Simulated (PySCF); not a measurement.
Mo(O)2(Cl)(OMe) (CH₃ClMoO₃), SMILES C[O][Mo](=[O])(=[O])[Cl], multiplicity 1.

Geometry optimised at B3LYP-D3(BJ)/def2-SVP. A frequency run showed that this geometry is not a minimum. The multiplicity is an assumed one; no other spin state was optimised. The structure was generated by enumeration; whether it is a known compound was not checked. The def2 effective core potentials stand for the cores of Mo; spin–orbit coupling is left out. One conformer was computed; it need not be the lowest.

Computed with ωB97X/def2-TZVP run with PySCF.

Gas-phase values at a fixed geometry.

Task: Estimate the frontier levels, gap, dipole moment and polarisability. (The exact figures need the calculation; the answer reports its results.)

Result: 
```
Property                                                                                                         Value
---------------------------------------------------------------------------------------------  -----------------------
highest occupied level                                                                                       -11.74 eV
lowest empty level                                                                                            -0.86 eV
orbital gap                                                                                                   10.88 eV
dipole moment                                                                                                0.784 e·Å
quadrupole, principal values (traceless, Buckingham form, about the centre of nuclear charge)  -6.24, -6.14, 12.38 D·Å
mean static polarisability                                                                       71.8 bohr³ (10.64 Å³)
polarisability, principal values                                                                62.4, 67.5, 85.6 bohr³
```
